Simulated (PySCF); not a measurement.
## Radial density of Ar+ (argon, charge +1)

MN15, [Ne] 3s2 3p5, 2P determinant. All numbers are calculated (PySCF 2.14, the non-relativistic Hamiltonian (point nucleus), in cc-pV(T+d)Z).

| r (bohr) | 4πr²ρ (e/bohr) | 4πr²(ρα − ρβ) |
| --- | --- | --- |
| 0.00174 | 0.1363 | 0.0000 |
| 0.00292 | 0.3698 | 0.0000 |
| 0.00491 | 0.9736 | 0.0000 |
| 0.00826 | 2.443 | -0.0001 |
| 0.0139 | 5.644 | -0.0001 |
| 0.0234 | 11.38 | 0.0002 |
| 0.0393 | 18.30 | 0.0031 |
| 0.0661 | 20.62 | 0.0186 |
| 0.111 | 15.73 | 0.0719 |
| 0.187 | 16.36 | 0.1567 |
| 0.315 | 20.81 | 0.1159 |
| 0.529 | 9.771 | 0.0103 |
| 0.890 | 4.689 | 0.5044 |
| 1.50 | 4.716 | 0.6780 |
| 2.52 | 0.9336 | 0.1427 |
| 4.24 | 0.03143 | 0.0043 |
